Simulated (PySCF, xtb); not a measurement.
GeHI, SMILES [GeH][I] (connectivity only; charge and spin as stated), neutral, multiplicity 1.

Harmonic wavenumbers (cm⁻¹) from GFN2-xTB run with xtb at its own minimum, in rising order: 269, 658, 1401.

**Question.** What does PBE-D3(BJ)/def2-TZVP run with PySCF 2.14.0 give at its own minimum? (An estimate is asked for; the answer gives what the named calculation found.)

**Answer.** 232, 632, 1831. Paired by order, the mean absolute difference is 165 cm⁻¹ and the zero-point energies are 3.3 and 3.9 kcal/mol.
